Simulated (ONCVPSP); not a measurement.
## Building the ONCV potential for lithium (BLYP, scalar-relativistic).

ONCVPSP 4.0.1 input, shortened (lines: element, Z, core and valence counts, functional; n l f; lmax; l rc ep ncon nbas qcut; lloc lpopt rc5 dvloc0; l nproj debl; icmod fcfact rcfact), BLYP, scalar-relativistic:

```
  Li 3.00    0    2  -106131      upf
    1    0    2.00
    2    0    1.00
    1
    0    1.20    0.00    4    8    9.00
    1    1.25    0.11    4    7    6.60
    4    5    1.10    0.00
    0    2    3.20
    1    2    1.30
    0    0.00    0.00
```

- Cutoffs needed: 32 Ha and 38 Ha (the cutoffs (Ha) at which the residual kinetic energy of the hardest occupied pseudo-wave falls to 1 and 0.1 mHa per electron)
- Ghost test: no bound ghost flagged; no localised positive-energy state flagged
- Largest excitation error: +1197 meV (all-electron minus pseudo) for 1s1 2s1, out of 4 test configurations
